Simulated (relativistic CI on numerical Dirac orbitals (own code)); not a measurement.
# Radial parameters of Yb XLIII

Method of calculation: Dirac-Coulomb-Breit CI, orbitals from a KLI potential per configuration, model QED, unscaled Slater integrals (own radial code, finite nucleus).

Slater integrals F^k, G^k are unscaled and averaged over j, outside the closed core [Ne]; ζ comes from projecting the Hamiltonian with its Breit term on Σ l·s of the shell.

- 3s2 3p6 3d9 4s: ζ(3d) = 162670, G^2(3d,4s) = 55788 cm⁻¹; <r>(3d) = 0.1886, <r^2>(3d) = 0.0414, <r>(4s) = 0.4189, <r^2>(4s) = 0.1974 (bohr units).
- 3s2 3p6 3d9 4p: ζ(3d) = 162690, F^2(3d,4p) = 171110, G^1(3d,4p) = 55206, G^3(3d,4p) = 56043, ζ(4p) = 416640 cm⁻¹; <r>(3d) = 0.1886, <r^2>(3d) = 0.0414, <r>(4p) = 0.4268, <r^2>(4p) = 0.2063 (bohr units).
- 3s2 3p6 3d9 4d: ζ(3d) = 162620, F^2(3d,4d) = 182710, F^4(3d,4d) = 93189, G^0(3d,4d) = 57683, G^2(3d,4d) = 74299, G^4(3d,4d) = 58906, ζ(4d) = 53232 cm⁻¹; <r>(3d) = 0.1887, <r^2>(3d) = 0.04143, <r>(4d) = 0.421, <r^2>(4d) = 0.2027 (bohr units).

Averages of the first 10 configurations, taken without configuration mixing, which lowers the lowest level and can move excited configurations by several eV; other configurations of the list can lie among them:

```json
{"Configuration": "3s2 3p6 3d10", "Parity": "even", "States": "1", "Average energy above the lowest level (eV)": "0.1"}
{"Configuration": "3s2 3p6 3d9 4s", "Parity": "even", "States": "20", "Average energy above the lowest level (eV)": "1359.6"}
{"Configuration": "3s2 3p6 3d9 4p", "Parity": "odd", "States": "60", "Average energy above the lowest level (eV)": "1498.7"}
{"Configuration": "3s2 3p6 3d9 4d", "Parity": "even", "States": "100", "Average energy above the lowest level (eV)": "1669.9"}
{"Configuration": "3s2 3p5 3d10 4s", "Parity": "odd", "States": "12", "Average energy above the lowest level (eV)": "1825.3"}
{"Configuration": "3s2 3p6 3d9 4f", "Parity": "odd", "States": "140", "Average energy above the lowest level (eV)": "1822.4"}
{"Configuration": "3s2 3p5 3d10 4p", "Parity": "even", "States": "36", "Average energy above the lowest level (eV)": "1964.6"}
{"Configuration": "3s2 3p6 3d8 4s2", "Parity": "even", "States": "45", "Average energy above the lowest level (eV)": "2755.1"}
{"Configuration": "3s2 3p5 3d10 4d", "Parity": "odd", "States": "60", "Average energy above the lowest level (eV)": "2135.1"}
{"Configuration": "3s2 3p6 3d8 4s 4p", "Parity": "odd", "States": "540", "Average energy above the lowest level (eV)": "2888.0"}
```
